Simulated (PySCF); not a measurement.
Molecule: `O=C1CC[C@@H]1[C@@H]1C[C@@H]1F`, C7H9FO.

Cartesian coordinates in Å; atom numbers follow the order of the lines, from 1:
```xyz
18

O     1.066    0.292    2.356
C     1.233    0.230    1.175
C     2.332    0.684    0.240
C     1.431    0.313   -0.951
C     0.385   -0.285    0.018
C    -1.024    0.241   -0.054
C    -2.107   -0.443    0.740
C    -2.086   -0.560   -0.748
F    -1.734   -1.762   -1.289
H     3.238    0.087    0.332
H     2.603    1.734    0.340
H     1.059    1.177   -1.497
H     1.859   -0.394   -1.657
H     0.366   -1.377   -0.002
H    -1.089    1.317   -0.154
H    -2.878    0.153    1.200
H    -1.825   -1.316    1.307
H    -2.836   -0.084   -1.367
```

Frames of a GFN2-xTB Langevin trajectory at 200 K; GIAO PBE0/pcSseg-1 shieldings in PySCF 2.14, gas phase, non-relativistic; equivalent atoms averaged within each frame.

δ = σ(ref) − σ, references computed at the same level: 17O (σref 336.08) against H2O; 13C (σref 186.93) and 1H (σref 31.72) against TMS; CFCl3 for 19F (σref 170.95). The references are static minima.

Problem. How do the shifts (ppm) fluctuate along the trajectory?

Solution. 
```csv
time (fs),O1,C2,C8,C5,C3,C4,C6,C7,F9,H18
250,675.8,214.3,74.1,54.4,44.1,21.1,18.7,11.4,-256.3,4.01
425,671.4,216.7,73.2,62.0,42.9,18.0,23.4,18.4,-248.6,4.22
625,649.2,216.8,72.4,59.4,49.8,20.3,26.6,14.0,-254.0,3.78
800,668.5,211.1,72.6,59.2,42.4,23.4,22.2,14.0,-244.0,4.32
1000,656.5,210.6,73.1,63.5,49.8,26.0,21.3,15.2,-243.9,5.19
mean of frames,664.3,213.9,73.1,59.7,45.8,21.7,22.4,14.6,-249.4,4.30
standard deviation,11.1,2.9,0.7,3.5,3.7,3.0,2.9,2.5,5.7,0.54
```

5 frames give an uncertainty of the mean of about the standard deviation over 2.2 at best, since frames this close in time may not be independent; classical motion lacks zero-point vibration, and the reference would need the same averaging.
